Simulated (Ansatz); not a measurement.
`[CH3][Nb](=[NH])([NH2])[F]` and `[NH]=[Nb]([NH2])([OH])[F]` differ in one atom or group.

Ansatz, PBE0-D4/def2-TZVP geometries, multiplicity 1. Each molecule was computed in one conformer, which needn't be the lowest.

Elements past krypton have def2 core potentials.

```csv
property,`[CH3][Nb](=[NH])([NH2])[F]`
HOMO–LUMO gap (B3LYP/def2-TZVPP) / eV,6.05
HOMO energy (PBE/def2-TZVPP) / eV,-6.29
LUMO energy (ωB97M-V/def2-TZVPP) / eV,0.85
LUMO energy (PBE/def2-TZVPP) / eV,-1.97
HOMO–LUMO gap (ωB97M-V/def2-TZVPP) / eV,10.82
HOMO–LUMO gap (PBE/def2-TZVPP) / eV,4.31
```

(1) Give the same properties after the change, and the shifts. (Estimate.)

Results:

(1) The calculation gave: 
| property | `[NH]=[Nb]([NH2])([OH])[F]` | shift |
| --- | --- | --- |
| HOMO–LUMO gap (B3LYP/def2-TZVPP) / eV | 6.65 | 0.60 |
| HOMO energy (PBE/def2-TZVPP) / eV | -6.43 | -0.14 |
| LUMO energy (ωB97M-V/def2-TZVPP) / eV | 0.88 | 0.03 |
| LUMO energy (PBE/def2-TZVPP) / eV | -1.55 | 0.42 |
| HOMO–LUMO gap (ωB97M-V/def2-TZVPP) / eV | 11.09 | 0.27 |
| HOMO–LUMO gap (PBE/def2-TZVPP) / eV | 4.87 | 0.56 |

With PBE0 the HOMO falls by 0.22 eV and the LUMO rises by 0.38 eV, so the gap widens by about 0.60 eV. PBE moves the HOMO by -0.14 eV and ωB97M-V by -0.24 eV. The zero-point energy changes by -56.7 kJ/mol with -6 modes.

B3LYP here is the variant with VWN-RPA as its local correlation; programs differ in this.
